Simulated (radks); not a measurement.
Coulomb parameter of the 4d shell of the silver ion Ag2+ in the model configuration [Kr] 4d8 5s1, as a second difference U = [E(n + 1) + E(n - 1) - 2 E(n)] / (1)^2 with all orbitals relaxed. "Bare": the charge of the atom changes with n. "Screened": the 5s shell takes up the change at fixed total charge, which measures U(4d,4d) + U(5s,5s) - 2 U(4d,5s). Calculated with a radial shooting solver on a logarithmic mesh with Libxc functionals: scalar-relativistic Kohn-Sham, PBE, spin-unpolarised, spherical densities, finite nucleus; Fermi nuclear charge, rms radius 4.5454 fm.

case,configuration,E - E(n) (eV)
start,[Kr] 4d8 5s1,0.000
bare +1,[Kr] 4d9 5s1,-25.971
bare -1,[Kr] 4d7 5s1,40.478
screened +1,[Kr] 4d9,-9.252
screened -1,[Kr] 4d7 5s2,11.685

U(bare) = 14.507 eV, U(screened by 5s) = 2.433 eV, against the Slater integral F0(4d,4d) = 19.462 eV with frozen orbitals.
